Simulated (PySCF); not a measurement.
# `InChI=1S/C7H9F/c1-2-3-7(6-8)4-5-7/h2,4-5H,1,3,6H2`

Geometry:
```csv
atom,x (Å),y (Å),z (Å)
C1,2.592,0.027,-0.390
C2,1.503,-0.646,-0.070
C3,0.535,-0.224,0.991
C4,-0.801,0.193,0.377
C5,-1.721,-0.964,0.047
F6,-2.179,-1.569,1.201
C7,-0.883,1.442,-0.453
C8,-1.402,1.523,0.736
H9,2.868,0.934,0.125
H10,3.259,-0.297,-1.171
H11,1.250,-1.553,-0.604
H12,0.949,0.616,1.552
H13,0.360,-1.050,1.685
H14,-1.207,-1.747,-0.522
H15,-2.608,-0.626,-0.499
H16,-0.626,1.879,-1.385
H17,-1.896,2.074,1.497
```

The calculation used GIAO HCTH407/cc-pVDZ magnetisability, rotational g tensor and spin-rotation constants, non-relativistic, gas phase (PySCF 2.14.0). Geometry: GFN2-xTB.

Give the nuclear spin-rotation constants along the inertial axes (H = +C I·J) beside the isotropic shieldings.

Rotational constants 3.0668, 1.4554, 1.1371 GHz. A star marks the isotopologue with that one atom substituted, in its own axes.
| atom | isotope | Caa (kHz) | Cbb (kHz) | Ccc (kHz) | mean (kHz) | σ (ppm) |
| --- | --- | --- | --- | --- | --- | --- |
| F6 | 19F | 1.117 | 0.454 | 0.383 | 0.651 | 413.6 |
| H9 | 1H | -0.265 | -0.031 | -0.024 | -0.107 | 26.8 |
| H10 | 1H | -0.027 | -0.134 | -0.030 | -0.064 | 26.7 |
| H11 | 1H | -0.271 | -0.015 | -0.007 | -0.098 | 25.4 |
| H12 | 1H | -0.300 | -0.091 | -0.041 | -0.144 | 30.6 |
| H13 | 1H | -0.242 | -0.005 | -0.083 | -0.110 | 28.3 |
| H14 | 1H | -0.190 | -0.011 | -0.060 | -0.087 | 26.4 |
| H15 | 1H | -0.120 | -0.075 | -0.066 | -0.087 | 27.9 |
| H16 | 1H | -0.209 | -0.045 | -0.007 | -0.087 | 24.5 |
| H17 | 1H | -0.172 | -0.055 | -0.007 | -0.078 | 24.2 |
| C1 | 13C* | 0.822 | 0.342 | 0.333 | 0.499 | 86.3 |
| C2 | 13C* | 0.947 | 0.392 | 0.362 | 0.567 | 65.5 |
| C3 | 13C* | 0.552 | 0.250 | 0.188 | 0.330 | 149.0 |
| C4 | 13C* | 0.270 | 0.355 | 0.151 | 0.258 | 160.3 |
| C5 | 13C* | 0.767 | 0.354 | 0.258 | 0.460 | 103.2 |
| C7 | 13C* | 0.491 | 0.630 | 0.264 | 0.462 | 80.9 |

For the geometry as given, no vibrational averaging.
